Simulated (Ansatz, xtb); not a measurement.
**Two isomers of C4HClN2S**

Structure X is `N#Cc1scnc1Cl`, a singlet and structure Y is `N#Cc1nc(Cl)cs1`, a singlet. Both are isolated molecules in the gas phase, relaxed with PBE-D3(BJ)/def2-SVP.

Quicker runs give these differences E(Y) − E(X): GFN2-xTB +6.56 kJ/mol; HF/STO-3G +5.57 kJ/mol (at GFN2-xTB geometries); r2SCAN-D4/def2-SVP +9.68 kJ/mol (at GFN2-xTB geometries).

Q: Estimate E(Y) − E(X) at the level CCSD(T)/def2-SVP + ΔMP2/def2-TZVPP.

A: Calculated at CCSD(T)/def2-SVP + ΔMP2/def2-TZVPP: E(Y) − E(X) = +7.95 kJ/mol, so structure X lies lower.

Level by level:

| level | geometry | E(Y) − E(X) (kJ/mol) | departure from the last row (kJ/mol) | job, with rough time for the two |
| --- | --- | --- | --- | --- |
| GFN2-xTB | GFN2-xTB | +6.56 | −1.40 | optimisation, 0.28 s |
| HF/STO-3G | GFN2-xTB | +5.57 | −2.38 | single point, 0.9 s |
| r2SCAN-D4/def2-SVP | GFN2-xTB | +9.68 | +1.72 | single point, 4.8 s |
| PBE-D3(BJ)/def2-SVP | PBE-D3(BJ)/def2-SVP | +8.86 | +0.91 | optimisation, 30 s |
| HF/def2-SVP | PBE-D3(BJ)/def2-SVP | +14.39 | +6.44 | part of the CCSD(T) run |
| MP2/def2-SVP | PBE-D3(BJ)/def2-SVP | +5.94 | −2.01 | part of the CCSD(T) run |
| CCSD(T)/def2-SVP | PBE-D3(BJ)/def2-SVP | +10.08 | +2.13 | single point |
| CCSD(T)/def2-SVP + ΔMP2/def2-TZVPP | PBE-D3(BJ)/def2-SVP | +7.95 |  | single point, 79 s |

As drawn, both hold the same kinds of bond in the same numbers.

The levels shown agree on the order. The largest departure from CCSD(T)/def2-SVP + ΔMP2/def2-TZVPP is that of HF/def2-SVP, 6.44 kJ/mol. The last row adds to CCSD(T) the change of the MP2 difference between the two basis sets, here −2.13 kJ/mol.

With thermal terms from frequencies at re-optimised GFN2-xTB minima (ideal gas, soft modes damped towards free rotors, one conformer each, 298.15 K, 1 atm): the zero-point term adds −0.37 kJ/mol; ΔH is +7.58 and ΔG +7.61 kJ/mol.

The correlated steps freeze 16 core orbitals. Run with Ansatz 0.2.0, xtb 6.7.1; the last row on 2 threads of Intel(R) Xeon(R) Processor on a shared host.
